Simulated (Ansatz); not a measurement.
A nudged elastic band was laid between two geometries of BFH2O + H3P (9 atoms, charge 0, multiplicity 1).

Theory: RKS r2SCAN-D4/6-31G* (Ansatz 0.2.0).

```
movable images  : 5
climbing image  : yes
spring          : 5.0 eV/Å²
optimiser       : quadratic models (default)
start path      : through a guess of the saddle point
force threshold : 0.05 eV/Å
iteration limit : 60
end points      : relaxed
```

First end point:

```xyz
9
Properties=species:S:1:pos:R:3
B -0.075 -0.463 0.052
O -0.136 -1.018 1.286
H -1.050 -1.104 1.588
F 1.131 -0.283 -0.478
H -1.046 -0.129 -0.570
P 0.069 3.076 1.110
H 1.223 3.525 1.812
H 0.841 2.424 0.108
H -0.032 1.891 1.896
```

Last end point:

```xyz
9
Properties=species:S:1:pos:R:3
B 0.320 0.518 0.230
O -0.341 -0.420 1.648
H -1.246 -0.683 1.411
F 1.527 -0.070 0.056
H -0.557 0.254 -0.560
P 0.330 2.341 1.023
H 1.644 2.722 0.642
H -0.324 3.037 -0.029
H -0.429 0.218 2.382
```

(1) Which bonds break or form, and what moves?

(2) Give the energies along the band, and the barrier.

(3) What is the geometry of the highest image?

The band took 25 iterations and roughly 8 core-minutes.

## Answers

(1) Bonds broken: P6–H9. Bonds formed: B1–P6, O2–H9. BFH2O + H3P becomes BFH5OP.

(2) The forces met the threshold. The highest image is number 2 of 0 to 6, 2.12 eV above the first end and 0.91 eV above the last; the last end lies 1.21 eV above the first. A structure lower than the first end lies on the path between it and the top, so the climb from that side starts below the end, which may itself be a saddle point or a shallow side well. Neighbouring images differ by up to 2.1 eV, so the band resolves the path poorly. A vibrational analysis at the climbing image gives one clearly imaginary mode, 1230i cm⁻¹: a first-order saddle point. The orbitals stay closed-shell, which can raise the energy where a bond breaks towards radicals; this wasn't checked here.

```json
{"image": "0", "path coordinate (Å)": "0.00", "energy (eV)": "0.00", "P6–H9 (Å)": "1.42", "B1–P6 (Å)": "3.70", "O2–H9 (Å)": "2.97"}
{"image": "1", "path coordinate (Å)": "1.93", "energy (eV)": "-0.01", "P6–H9 (Å)": "1.42", "B1–P6 (Å)": "3.82", "O2–H9 (Å)": "2.99"}
{"image": "2", "path coordinate (Å)": "3.86", "energy (eV)": "2.12", "P6–H9 (Å)": "1.73", "B1–P6 (Å)": "2.35", "O2–H9 (Å)": "1.22"}
{"image": "3", "path coordinate (Å)": "4.33", "energy (eV)": "1.53", "P6–H9 (Å)": "2.03", "B1–P6 (Å)": "2.07", "O2–H9 (Å)": "1.01"}
{"image": "4", "path coordinate (Å)": "4.80", "energy (eV)": "1.22", "P6–H9 (Å)": "2.47", "B1–P6 (Å)": "1.99", "O2–H9 (Å)": "0.98"}
{"image": "5", "path coordinate (Å)": "5.27", "energy (eV)": "1.23", "P6–H9 (Å)": "2.70", "B1–P6 (Å)": "1.98", "O2–H9 (Å)": "0.98"}
{"image": "6", "path coordinate (Å)": "5.74", "energy (eV)": "1.21", "P6–H9 (Å)": "2.63", "B1–P6 (Å)": "1.99", "O2–H9 (Å)": "0.98"}
```

(3) 
```xyz
9
Properties=species:S:1:pos:R:3:forces:R:3
B 0.282 0.253 0.337 0.02 0.00 -0.01
O -0.342 -0.357 1.621 0.00 -0.02 0.01
H -1.253 -0.647 1.437 0.00 0.01 0.00
F 1.570 -0.096 0.216 -0.01 0.01 0.00
H -0.448 0.234 -0.615 0.00 0.00 0.00
P 0.169 2.432 1.207 0.00 -0.01 0.00
H 1.558 2.464 0.951 0.00 0.00 0.00
H -0.281 2.774 -0.090 0.00 0.00 0.00
H -0.329 0.861 1.740 0.00 0.01 0.00
```

Time of the run: 4.2 min on 2 threads of Arm Neoverse V2, with other jobs on the host, peak memory 0.15 GiB.
